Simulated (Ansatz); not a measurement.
`BC=NB` + `[AsH3]` → `B[AsH2]` + `BN=C` at 500 K and 1 bar (ligand exchange at a B–C bond).

Isolated molecules relaxed with PBE0-D4/def2-TZVP in Ansatz; ΔE leaves out vibrations. CCSD(T)/CBS is the MP2 limit (def2-TZVPP, def2-QZVPP) plus CCSD(T) − MP2 in def2-TZVPP, frozen cores. For As outer-core shells are correlated without core-valence functions, which leaves a few kJ/mol of doubt a bond. Scalar relativity is left out up to krypton.

```csv
species,CCSD(T)/CBS energy (Eh),H − E (kJ/mol),S (J/(mol·K))
`BC=NB`,-145.31327,200.9,349.7
`[AsH3]`,-2236.79077,76.6,245.1
`B[AsH2]`,-2262.17165,121.3,305.2
`BN=C`,-119.93970,162.4,290.1
```

H − E and S are ideal-gas, rigid-rotor, harmonic terms from PBE0-D4/def2-TZVP. 1 Eh = 2625.50 kJ/mol, R = 8.31446 J/(mol·K).

By hand: ΔE, ΔH, ΔS and ΔG.

ΔE = (-2262.17165) + (-119.93970) − (-145.31327) − (-2236.79077) = -0.00731 Eh = -19.2 kJ/mol. Δ(H − E) = 121.3 + 162.4 − 200.9 − 76.6 = 6.2, so ΔH = -13.0 kJ/mol. ΔS = 305.2 + 290.1 − 349.7 − 245.1 = 0.5 J/(mol·K). ΔG = -13.0 − 500 × (0.5)/1000 = -13.2 kJ/mol.

By hand: the equilibrium constant, and the temperature at which ΔG would vanish if ΔH and ΔS stayed fixed.

log₁₀ K = −ΔG/(RT ln 10) = 1.4. ΔH and −TΔS have one sign here, so there is no such temperature.

The number of gas molecules stays the same, so ΔS is small and ΔH decides. A doubt of 5 kJ/mol in ΔE shifts log₁₀ K by 0.5 here. These are equilibria of isolated gas molecules and say nothing of rates. Largest T1 diagnostic: 0.017 (customary marks: 0.02 for closed shells, 0.045 for open ones).

ΔS is within the doubt of such terms, so its sign, and with it that verdict, could turn.
